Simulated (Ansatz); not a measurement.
A structure relaxed at PBE0-D4/def2-SVP in Ansatz, charge 1, singlet:

```xyz
9

Au    0.7010   -0.1629    0.9614
Au   -1.8697    0.7961    1.3247
Au    1.7079   -0.7584   -1.5467
Au    0.7369    2.2884   -0.3229
Au   -0.8990   -2.2508    0.1005
Cl   -1.0398    2.9834    1.0574
Cl    0.8466   -2.9385   -1.3222
Cl   -2.6251   -1.4292    1.4756
Cl    2.4413    1.4720   -1.7278
```

Task: Give its formula and point group.

Result: Au5Cl4⁺ (the lowest singlet isomer of a short search). Point group C4v (tolerance 0.1 Å).

Task: Summarise the bond lengths by kind (pairs closer than 1.2 times the sum of covalent radii, bridged metal pairs left out).

Result: 8 × Au–Cl 2.35 Å; 4 × Au–Au 2.77 Å.

In the def2 sets Au takes a core potential; there is no spin–orbit coupling. The relaxation made no stability test and no search for a lower SCF solution. No other spin state of charge 1 was run. The structure comes from a short search, and lower isomers may exist.
